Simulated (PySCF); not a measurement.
# Radial density of Ne⁷⁺ (neon, charge +7)

UHF, [He] 2s1, 2S determinant. Calculation: PySCF 2.14, in an uncontracted even-tempered set (20 s from 0.56 bohr⁻², ratio 2.2; 9 p from 0.95 bohr⁻², ratio 2.4; 6 d from 2.8 bohr⁻², ratio 2.4; 5 f from 4.3 bohr⁻², ratio 2.4; 5 g from 6.4 bohr⁻², ratio 2.4); scalar relativity by spin-free X2C-1e.

```json
{"r (bohr)": "0.00271", "4πr²ρ (e/bohr)": "0.05843", "4πr²(ρα − ρβ)": "0.0028"}
{"r (bohr)": "0.00455", "4πr²ρ (e/bohr)": "0.1565", "4πr²(ρα − ρβ)": "0.0075"}
{"r (bohr)": "0.00765", "4πr²ρ (e/bohr)": "0.4096", "4πr²(ρα − ρβ)": "0.0195"}
{"r (bohr)": "0.0129", "4πr²ρ (e/bohr)": "1.030", "4πr²(ρα − ρβ)": "0.0490"}
{"r (bohr)": "0.0217", "4πr²ρ (e/bohr)": "2.422", "4πr²(ρα − ρβ)": "0.1143"}
{"r (bohr)": "0.0364", "4πr²ρ (e/bohr)": "5.069", "4πr²(ρα − ρβ)": "0.2341"}
{"r (bohr)": "0.0613", "4πr²ρ (e/bohr)": "8.708", "4πr²(ρα − ρβ)": "0.3753"}
{"r (bohr)": "0.103", "4πr²ρ (e/bohr)": "10.73", "4πr²(ρα − ρβ)": "0.3604"}
{"r (bohr)": "0.173", "4πr²ρ (e/bohr)": "7.580", "4πr²(ρα − ρβ)": "0.0577"}
{"r (bohr)": "0.292", "4πr²ρ (e/bohr)": "2.465", "4πr²(ρα − ρβ)": "0.2431"}
{"r (bohr)": "0.490", "4πr²ρ (e/bohr)": "1.626", "4πr²(ρα − ρβ)": "1.4794"}
{"r (bohr)": "0.825", "4πr²ρ (e/bohr)": "1.109", "4πr²(ρα − ρβ)": "1.1083"}
{"r (bohr)": "1.39", "4πr²ρ (e/bohr)": "0.09417", "4πr²(ρα − ρβ)": "0.0942"}
{"r (bohr)": "2.33", "4πr²ρ (e/bohr)": "0.0002736", "4πr²(ρα − ρβ)": "0.0003"}
```

Densities and radii are taken from the X2C orbitals without a picture-change correction, which distorts them close to the nucleus.
